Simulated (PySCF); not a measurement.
A calculated (r2SCAN, PySCF 2.14, def2-SVP, the non-relativistic Hamiltonian (point nucleus)) atom or ion has these occupied shells.

```csv
shell,electrons,orbital energy (eV),"rms radius, mean of both spins (bohr)"
1s,2,-61.926,0.671
```

(1) Name the element and its charge.

Results:

(1) Li⁺ (lithium, charge +1), in 1s2, closed-shell 1S.
